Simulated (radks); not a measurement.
Excited configurations of P II: one electron is placed in a higher orbital outside [Ne] 3s2 3p1. The ground configuration is [Ne] 3s2 3p2. All-electron calculation, scalar-relativistic Kohn-Sham, PBE, spin-polarised, spherical densities, finite nucleus; open shells are filled with parallel spins first; Fermi nuclear charge, rms radius 3.1889 fm. Program: a radial shooting solver on a logarithmic mesh with Libxc functionals. Excitation = E - E(ground); binding = E(ion) - E, where the ion is the core of charge +2; n* = 2/sqrt(2 binding) in atomic units, and the quantum defect is n - n*.

outer orbital  excitation (eV)  binding (eV)     n*  quantum defect  eigenvalue (eV)
4s                      10.678         9.189  2.434           1.566           -7.228
5s                      15.008         4.859  3.347           1.653           -3.887
5p                      15.797         4.070  3.657           1.343           -3.220
5d                      16.910         2.957  4.290           0.710           -2.328
5f                      17.392         2.475  4.690           0.310           -1.881
6p                      17.252         2.615  4.562           1.438           -2.119
6d                      17.832         2.035  5.171           0.829           -1.635
6f                      18.090         1.777  5.534           0.466           -1.406
7s                      17.829         2.038  5.167           1.833           -1.683
7p                      18.043         1.824  5.463           1.537           -1.500

The Delta-SCF ionisation energy is 19.867 eV (NIST Atomic Spectra Database: 19.769 eV, semi-empirical). Self-interaction in the functional shifts the binding energies and quantum defects, so they are the method's values and not measured ones. Open shells are spherical and high-spin; term and fine-structure splittings are not resolved.
